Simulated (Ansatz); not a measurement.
`FC(Br)Br` and `N#CC(F)Br` differ in one atom or group.

Ansatz, PBE0-D4/def2-TZVP geometries, multiplicity 1. 

Scalar relativity is left out up to krypton.

```json
{"property": "HOMO–LUMO gap (PBE/def2-TZVPP) / eV", "`FC(Br)Br`": "4.84"}
{"property": "HOMO energy (PBE0/def2-TZVPP) / eV", "`FC(Br)Br`": "-8.38"}
{"property": "LUMO energy (PBE0/def2-TZVPP) / eV", "`FC(Br)Br`": "-1.26"}
{"property": "HOMO–LUMO gap (PBE0/def2-TZVPP) / eV", "`FC(Br)Br`": "7.11"}
{"property": "size of the dipole moment (B3LYP/def2-TZVPP) / D", "`FC(Br)Br`": "1.14"}
{"property": "size of the dipole moment (PBE/def2-TZVPP) / D", "`FC(Br)Br`": "1.07"}
```

(1) Give the same properties after the change, and the shifts. (Best estimate.)

Results:

(1) Computed: 
| property | `N#CC(F)Br` | shift |
| --- | --- | --- |
| HOMO–LUMO gap (PBE/def2-TZVPP) / eV | 5.07 | 0.23 |
| HOMO energy (PBE0/def2-TZVPP) / eV | -9.08 | -0.70 |
| LUMO energy (PBE0/def2-TZVPP) / eV | -1.65 | -0.39 |
| HOMO–LUMO gap (PBE0/def2-TZVPP) / eV | 7.43 | 0.32 |
| size of the dipole moment (B3LYP/def2-TZVPP) / D | 2.60 | 1.46 |
| size of the dipole moment (PBE/def2-TZVPP) / D | 2.53 | 1.46 |

With PBE0 the HOMO falls by 0.70 eV and the LUMO falls by 0.39 eV, so the gap widens by about 0.31 eV. PBE moves the HOMO by -0.64 eV and ωB97M-V by -0.77 eV. The zero-point energy changes by 22.0 kJ/mol with +3 modes. Dipoles are sizes alone; their direction can turn.

B3LYP here is the variant with VWN-RPA as its local correlation; programs differ in this.

Spin–orbit coupling is left out; it splits and shifts lone-pair levels of the heavy atoms by tenths of an eV.
